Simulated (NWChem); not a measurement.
## Atomisation of bromine (Br$_{2}$)

```
Br
Br 1 2.2983
```
Charge 0, spin multiplicity 1.

The numbers come from NWChem runs, not from measurements. Structure: optimised with PBE0/def2-SVP, a minimum by its harmonic frequencies.

Basis set: def2-TZVP. The atomisation energy is electronic alone: no zero-point, thermal, spin-orbit or counterpoise terms. No value is extrapolated to the basis-set limit. Free atoms are single determinants with multiplicities Br 2.

The Hamiltonian is non-relativistic. The stability of the SCF solutions was not checked. Open-shell Hartree-Fock references start from PBE0 orbitals.

**Question.** Order these methods by the atomisation energy they give, lowest first: HF, BHandHLYP, PBE0, TPSS.

**Answer.** HF (15.3 kcal/mol), BHandHLYP (41.8 kcal/mol), PBE0 (52.0 kcal/mol), TPSS (54.8 kcal/mol)
